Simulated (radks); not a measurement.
Species: the iodine ion I13+. Configuration: [Kr] 4d4 (the NIST ground configuration).

All-electron calculation, non-relativistic Kohn-Sham, LDA (Slater exchange, Perdew-Wang correlation), spin-unpolarised, spherical densities, point nucleus; relativity is left out, which matters for an element this heavy. Program: a radial shooting solver on a logarithmic mesh with Libxc functionals.

Energy parts (hartree):
total: -6855.91069
kinetic: 6852.77453
electron-nucleus: -15873.49963
Hartree: 2325.42380
exchange-correlation: -160.60940

Orbitals (lengths in bohr, moments of r in powers of bohr):
orbital	occ.	eigenvalue (hartree)	<1/r>
1s	2	-1172.145	52.43
2s	2	-185.4294	12.03
2p	6	-174.9752	12.05
3s	2	-45.24946	4.402
3p	6	-40.85218	4.333
3d	10	-32.68030	4.207
4s	2	-15.25537	1.902
4p	6	-13.63700	1.824
4d	4	-10.80744	1.662

The highest occupied level is 4d at -294.09 eV. For comparison, the ionisation energy in NIST's Atomic Spectra Database is 307 eV (theoretical). In exact Kohn-Sham theory the highest level is minus the ionisation energy, but local and semilocal functionals leave it too shallow, through self-interaction and a potential that decays too fast; potentials with the right tail come closer.

Beside tabulated values, note that spin-unpolarised runs miss the spin-polarisation part of the exchange energy of open shells.
